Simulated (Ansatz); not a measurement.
`C[CH2][GaH][Cl]` + H–F → `[F][GaH][Cl]` + `CC` at 600 K and 1 bar (ligand exchange at a Ga–C bond).

Calculated with Ansatz (gas phase, PBE0-D4/def2-TZVP geometries, no zero-point term in ΔE). CCSD(T)/CBS adds triple-zeta CCSD(T) − MP2 to the extrapolated MP2 energy (def2 sets, frozen cores). This one scheme is used for every species. For Ga outer-core shells are correlated without core-valence functions, which leaves a few kJ/mol of doubt a bond. Scalar relativity is left out up to krypton. Each species was taken in one conformer, which may not be the lowest.

```csv
species,CCSD(T)/CBS energy (Eh),H − E (kJ/mol),S (J/(mol·K))
`C[CH2][GaH][Cl]`,-2463.48892,247.7,436.2
H–F,-100.39570,42.3,194.0
`[F][GaH][Cl]`,-2484.20089,60.4,341.3
`CC`,-79.71954,228.8,274.9
```

H − E and S are ideal-gas, rigid-rotor, harmonic terms from PBE0-D4/def2-TZVP, for one conformer and one mirror image of each species. 1 Eh = 2625.50 kJ/mol, R = 8.31446 J/(mol·K).

Question: By hand: ΔE, ΔH, ΔS and ΔG.

Answer: ΔE = (-2484.20089) + (-79.71954) − (-2463.48892) − (-100.39570) = -0.03581 Eh = -94.0 kJ/mol. Δ(H − E) = 60.4 + 228.8 − 247.7 − 42.3 = -0.8, so ΔH = -94.8 kJ/mol. ΔS = 341.3 + 274.9 − 436.2 − 194.0 = -14.0 J/(mol·K). ΔG = -94.8 − 600 × (-14.0)/1000 = -86.4 kJ/mol.

Question: By hand: the equilibrium constant, and the temperature at which ΔG would vanish if ΔH and ΔS stayed fixed.

Answer: log₁₀ K = −ΔG/(RT ln 10) = 7.5. ΔG = 0 at ΔH/ΔS = 6771 K, far beyond where these terms or the molecules hold.

The number of gas molecules stays the same, so ΔS is small and ΔH decides. A doubt of 5 kJ/mol in ΔE shifts log₁₀ K by 0.4 here. Other conformers and mirror images would add mixing entropy, several J/(mol·K) or more a flexible species. Modes under 60 cm⁻¹, often nearly free rotors, make the harmonic entropy too high. These are equilibria of isolated gas molecules and say nothing of rates. Largest T1 diagnostic: 0.013 (customary marks: 0.02 for closed shells, 0.045 for open ones).
